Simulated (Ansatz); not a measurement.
Consider the substitution at a C–Ge bond: `F[CH](F)[GeH2][SiH3]` + HCl → `FC(F)Cl` + `[SiH3][GeH3]`.

Computed with Ansatz on PBE0-D4/def2-TZVP structures; ΔE is electronic, products minus reactants. CBS: MP2 limit from def2 TZ/QZ plus the TZ coupled-cluster correction, frozen cores. This one scheme is used for every species. Functionals use def2-TZVPP. B3LYP here is the variant with VWN-RPA as its local correlation; programs differ in this. For Ge outer-core shells are correlated without core-valence functions, which leaves a few kJ/mol of doubt a bond. Scalar relativity is left out up to krypton. Each species was taken in one conformer, which may not be the lowest.

`F[CH](F)[GeH2][SiH3]`:

Z-matrix (Å, degrees):
```
C
F 1 1.363
Ge 1 2.002 2 110.0
F 1 1.363 2 107.3 3 119.6
H 1 1.095 2 107.5 3 -125.1
Si 3 2.378 1 109.0 2 58.9
H 3 1.538 1 106.8 2 -179.2
H 3 1.538 1 106.8 2 -63.0
H 6 1.485 3 109.7 1 59.9
H 6 1.486 3 109.2 1 179.6
H 6 1.485 3 109.7 1 -60.7
```

HCl:

Cartesian coordinates in Å:
```
Cl -0.244 -0.433 -0.402
H 0.244 0.433 0.402
```

`FC(F)Cl`:

Z-matrix (Å, degrees):
```
C
F 1 1.334
Cl 1 1.763 2 109.7
F 1 1.334 2 108.3 3 -119.8
H 1 1.090 2 110.0 3 120.0
```

`[SiH3][GeH3]`:

```xyz
8

Si    0.687    0.855    0.488
Ge   -0.674   -0.839   -0.479
H     0.174    1.214    1.836
H     0.677    2.070   -0.369
H     2.086    0.371    0.620
H    -0.665   -2.104    0.395
H    -0.157   -1.214   -1.878
H    -2.128   -0.355   -0.614
```

```csv
level,ΔE (kcal/mol),difference from CCSD(T)/CBS
PBE-D4,2.8,-1.7
r2SCAN-D4,2.4,-2.1
PBE0-D4,2.7,-1.8
B3LYP-D4,3.9,-0.6
ωB97X-V,3.2,-1.3
ωB97M-V,3.4,-1.1
B2PLYP,3.4,-1.1
r2SCAN,2.1,-2.4
B3LYP,2.9,-1.6
HF/def2-TZVPP,1.9,-2.6
MP2/def2-TZVPP,4.3,-0.2
SCS-MP2/def2-TZVPP,4.1,-0.4
CCSD/def2-TZVPP,4.6,0.1
SCS-MP2/def2-QZVPP,4.1,-0.4
HF/CBS(def2),1.7,-2.8
MP2/CBS(def2),4.3,-0.2
CCSD(T)/CBS,4.5,0
```

Largest T1 diagnostic among the species: 0.012.

In def2-TZVPP, CCSD(T) changes the Hartree–Fock value by +2.5 kcal/mol (the triples alone add −0.1 kcal/mol) and MP2 by +2.4 kcal/mol. The D4 term adds +1.0 kcal/mol with B3LYP and +0.7 kcal/mol with PBE0; it sums over pairs of atoms, weighted by their polarisabilities, and B3LYP, whose exchange is more repulsive, gets the larger term.
